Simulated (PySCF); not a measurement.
CH₂AlNO₂, SMILES C(=[N][AlH][OH])=O. The structure is a stationary point at PBE0-D3(BJ)/def2-SVP. Other conformers were not sampled.

Computed equilibrium geometry at PBE0-D3(BJ)/def2-SVP (PySCF confirms it by a frequency run) as Cartesian coordinates in Å, and its point group (one conformer of several):
point group Cs.
```xyz
7

Al    -0.5226    -1.1777     0.0000
H     -1.9982    -1.6998     0.0000
N     -0.1582     0.5644     0.0000
C      0.0492     1.7475     0.0000
O      0.2545     2.8976     0.0000
O      0.7362    -2.3083     0.0000
H      1.6792    -2.1395     0.0000
```
